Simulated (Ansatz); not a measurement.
Cartesian coordinates in Å:
```
B 1.271 1.082 0.274
C -0.288 1.806 0.019
B -0.912 0.575 0.602
C -0.283 -0.700 -0.101
C -0.833 -2.029 -0.445
N 0.948 -0.368 -0.263
H 2.121 1.625 -0.390
H 1.571 0.993 1.445
H -0.271 1.919 -1.066
H -0.433 2.762 0.516
H -1.507 0.466 1.636
H -0.095 -2.684 -0.914
H -1.689 -1.918 -1.117
H -1.214 -2.508 0.461
H 1.616 -1.023 -0.657
```

Charge 0, multiplicity 1. The bonds changed during the relaxation, so this is another structure than the one it started from.

List the r2SCAN/def2-TZVPP orbital energies in eV (Ansatz 0.2.0). (Best estimate.)

The calculation gave: Occupied: -386.80, -274.85, -273.90, -271.89, -179.91, -179.09, -25.37, -20.03, -17.99, -16.25, -13.93, -12.83, -11.83, -11.38, -11.03, -10.44, -9.22, -8.84, -8.72, -7.87, -6.68, -6.36. Lowest empty: -2.49, -0.54, 0.73, 1.68, 1.88, 2.44, 2.58, 2.90.
